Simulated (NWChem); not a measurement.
HSOF2 cation; SMILES [OH+]=S(F)F

All runs: NWChem. Pople sets run with spherical d functions. Structure relaxed at the PBE0/def2-SVP level. Vertical excitations in the gas phase.

Problem. Predict the results for PBE0/6-31+G*, TDA. Quantities: lowest excitation, singlet (eV); oscillator strength of that lowest state; lowest state with f > 0.02, singlet (eV); orbital gap (eV).

Solution. 
| Quantity | Result |
|---|---|
| lowest excitation, singlet (eV) | 8.60 |
| oscillator strength of that lowest state | 0.032 |
| lowest state with f > 0.02, singlet (eV) | 8.60 |
| orbital gap (eV) | 9.92 |
